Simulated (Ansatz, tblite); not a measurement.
Cost and result up the ladder for (BeO)4 ring (Be4O4) (8 atoms). Charge 0, multiplicity 1. Geometry: PBE-D4/def2-SVP.

```
atom    x (Å)    y (Å)    z (Å)
 Be1   0.2612   1.6404   0.3923
  O2  -1.1363   1.4840   0.7697
 Be3  -1.6180   0.1317   0.5271
  O4  -1.5735  -1.2635   0.1131
 Be5  -0.2612  -1.6404  -0.3924
  O6   1.1361  -1.4839  -0.7703
 Be7   1.6180  -0.1317  -0.5271
  O8   1.5737   1.2633  -0.1125
```

Ansatz on 4 threads of AMD EPYC 9R45 on a shared host; xTB runs through tblite on one thread. Times are rough, summed over both states, and most runs start from the orbitals of an earlier one. PBE0-D4/def2-TZVP serves as the yardstick here, not as an exact answer. The other state is a doublet.

The xTB rows come from tblite.

Raw xTB energies of ions are shifted by several eV.

```json
{"level": "GFN1-xTB", "functions": "32", "wall time": "0.008 s", "vertical IE (eV)": "14.65", "difference from PBE0-D4/def2-TZVP (eV)": "4.21"}
{"level": "GFN2-xTB", "functions": "32", "wall time": "0.008 s", "vertical IE (eV)": "15.13", "difference from PBE0-D4/def2-TZVP (eV)": "4.69"}
{"level": "PBE-D4/def2-TZVP", "functions": "200", "wall time": "2.2 s", "vertical IE (eV)": "9.83", "difference from PBE0-D4/def2-TZVP (eV)": "-0.61"}
{"level": "PBE0-D4/def2-TZVP", "functions": "200", "wall time": "2.9 s", "vertical IE (eV)": "10.44", "difference from PBE0-D4/def2-TZVP (eV)": "0.00"}
{"level": "r2SCAN-D4/def2-TZVP", "functions": "200", "wall time": "3.9 s", "vertical IE (eV)": "10.02", "difference from PBE0-D4/def2-TZVP (eV)": "-0.41"}
```
